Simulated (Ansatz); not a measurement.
Input file for Ansatz (a first-principles code): R-B3LYP-D3(BJ)/def2-SVP on SiH2 (SMILES [SiH2]).

Ansatz 0.2 input:
```yaml
crystal:
  periodic: [false, false, false]
  atoms:
    - {symbol: Si, position_ang: [0.55950000, -0.12360000, -0.31540000]}
    - {symbol: H, position_ang: [-0.82170000, 0.08980000, -0.81470000]}
    - {symbol: H, position_ang: [0.26210000, 0.03390000, 1.13000000]}
basis:
  gaussian:
    orbitals: def2-SVP
hamiltonian:
  xc: b3lyp
  dispersion: d3bj
relax: {f_tol: 0.004, max_steps: 120}
scf: {lower_state_search: off}
```

Program output:

```
WARN ansatz: RAYON_NUM_THREADS=8 ignored (pool sized by the plan → 8); use --threads N
Functional definition: B3LYP
these checks for a lower state are left out or cut short: stability, starts, cluster_reference, orbital_swaps, neighbouring_geometries, increment
integrals: 0.00 GiB planned
281 factors; integrals over basis functions are off by at most 1.6e-4 eV
mean field: 0.08 GiB planned
mean field evaluation 1: about -7905.5905 eV, gradient 8.3e0 eV
mean field evaluation 2: about -7905.8537 eV, gradient 3.0e0 eV
mean field evaluation 4: about -7905.8975 eV, gradient 6.8e-2 eV
mean field evaluation 8: about -7905.8970 eV, gradient 3.4e-4 eV
mean field -7905.89698644 eV, -290.5363554424 hartree, gradient 5.3e-6 eV, S^2 0.000000; 0 other end points of the search recorded, 0 dependent functions left out
the calculation of the forces begins
reference -7905.89716433 eV, -290.5363619796 hartree; 8, 8 occupied and 20, 20 virtual orbitals, 281 factors
relax step   1: F+E_penalty+E_count = -7905.94137561 eV  Δ(F+E_penalty+E_count) = +0.000e0 eV  max|allowed force component| = 1.261e0 eV/Å  Δτ_max = 0.0000 Å  (10 SCF iters, accepted)
these checks for a lower state are left out or cut short: stability, starts, cluster_reference, orbital_swaps, neighbouring_geometries, increment
integrals: 0.00 GiB planned
281 factors; integrals over basis functions are off by at most 1.8e-4 eV
mean field: 0.08 GiB planned
mean field evaluation 16: about -7905.9456 eV, gradient 3.8e-6 eV
mean field -7905.94562688 eV, -290.5381429455 hartree, gradient 4.7e-6 eV, S^2 0.000000; 0 other end points of the search recorded, 0 dependent functions left out
the calculation of the forces begins
reference -7905.94580509 eV, -290.5381494947 hartree; 8, 8 occupied and 20, 20 virtual orbitals, 281 factors
relax step   2: F+E_penalty+E_count = -7905.99020108 eV  Δ(F+E_penalty+E_count) = -4.883e-2 eV  max|allowed force component| = 2.546e-1 eV/Å  Δτ_max = 0.0756 Å  (12 SCF iters, accepted)
these checks for a lower state are left out or cut short: stability, starts, cluster_reference, orbital_swaps, neighbouring_geometries, increment
integrals: 0.00 GiB planned
281 factors; integrals over basis functions are off by at most 2.0e-4 eV
mean field: 0.08 GiB planned
mean field -7905.95613123 eV, -290.5385289731 hartree, gradient 2.7e-6 eV, S^2 0.000000; 0 other end points of the search recorded, 0 dependent functions left out
the calculation of the forces begins
reference -7905.95631061 eV, -290.5385355652 hartree; 8, 8 occupied and 20, 20 virtual orbitals, 281 factors
relax step   3: F+E_penalty+E_count = -7906.00066622 eV  Δ(F+E_penalty+E_count) = -1.047e-2 eV  max|allowed force component| = 3.541e-2 eV/Å  Δτ_max = 0.0484 Å  (13 SCF iters, accepted)
these checks for a lower state are left out or cut short: stability, starts, cluster_reference, orbital_swaps, neighbouring_geometries, increment
integrals: 0.00 GiB planned
281 factors; integrals over basis functions are off by at most 1.9e-4 eV
mean field: 0.08 GiB planned
mean field -7905.95635218 eV, -290.5385370929 hartree, gradient 2.4e-6 eV, S^2 0.000000; 0 other end points of the search recorded, 0 dependent functions left out
the calculation of the forces begins
reference -7905.95653133 eV, -290.5385436765 hartree; 8, 8 occupied and 20, 20 virtual orbitals, 281 factors
relax step   4: F+E_penalty+E_count = -7906.00089677 eV  Δ(F+E_penalty+E_count) = -2.306e-4 eV  max|allowed force component| = 1.050e-2 eV/Å  Δτ_max = 0.0086 Å  (11 SCF iters, accepted)
these checks for a lower state are left out or cut short: stability, starts, cluster_reference, orbital_swaps, neighbouring_geometries, increment
integrals: 0.00 GiB planned
281 factors; integrals over basis functions are off by at most 2.0e-4 eV
mean field: 0.08 GiB planned
mean field evaluation 32: about -7905.9574 eV, gradient 5.1e-2 eV
mean field -7905.95638369 eV, -290.5385382508 hartree, gradient 6.4e-6 eV, S^2 0.000000; 0 other end points of the search recorded, 0 dependent functions left out
the calculation of the forces begins
reference -7905.95656288 eV, -290.5385448359 hartree; 8, 8 occupied and 20, 20 virtual orbitals, 281 factors
relax step   5: F+E_penalty+E_count = -7906.00092477 eV  Δ(F+E_penalty+E_count) = -2.800e-5 eV  max|allowed force component| = 5.799e-4 eV/Å  Δτ_max = 0.0020 Å  (8 SCF iters, accepted)
Total energy: -7906.00110396 eV, -290.5401816906 hartree
Atom 0 at     0.610968    -0.134973    -0.344425 Å, force     0.000556    -0.000123    -0.000313 eV/Å
Atom 1 at    -0.839887     0.095096    -0.786661 Å, force    -0.000514     0.000074    -0.000267 eV/Å
Atom 2 at     0.228819     0.039977     1.130986 Å, force    -0.000042     0.000049     0.000580 eV/Å
Dipole moment:    -0.043255     0.009558     0.024381 e Å
Checks for a lower state left out: stability, starts, cluster_reference, orbital_swaps, neighbouring_geometries, increment
```

Self-consistency was reached.

Cost: about 1.9 core-seconds (a rough figure).
